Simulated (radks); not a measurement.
Problem. All-electron atom: Hf3+ in [Kr] 4d10 4f14 5s1.5 5p6 5d1 6d0.5 (fractional occupations, a model configuration). All-electron calculation, Dirac Kohn-Sham, BLYP, spin-unpolarised, spherical densities, finite nucleus; open shells fill j = l - 1/2 first; Fermi nuclear charge, rms radius 5.347 fm. Program: a radial shooting solver on a logarithmic mesh with Libxc functionals.

Spin-orbit splittings of the eigenvalues, e(l+1/2) - e(l-1/2), with zeta = 2 splitting/(2l+1) and mean radii in bohr:

| shell | occ. | splitting (eV) | zeta (eV) | <r> j=l-1/2 | <r> j=l+1/2 |
|---|---|---|---|---|---|
| 2p | 6 | 1192 | 794.8 | 0.06611 | 0.07384 |
| 3p | 6 | 255.5 | 170.3 | 0.1981 | 0.2125 |
| 3d | 10 | 55.73 | 22.29 | 0.1863 | 0.1908 |
| 4p | 6 | 58.48 | 38.98 | 0.4746 | 0.5076 |
| 4d | 10 | 10.71 | 4.283 | 0.5286 | 0.5401 |
| 4f | 14 | 1.759 | 0.5025 | 0.6628 | 0.6742 |
| 5p | 6 | ? | ? | 1.242 | 1.339 |
| 5d | 1 | 0.7640 | 0.3056 | 1.849 | 1.893 |
| 6d | 0.5 | 0.1648 | 0.06594 | 4.564 | 4.623 |

Estimate the 5p splitting.

Solution. 8.185 eV (zeta = 5.457 eV).
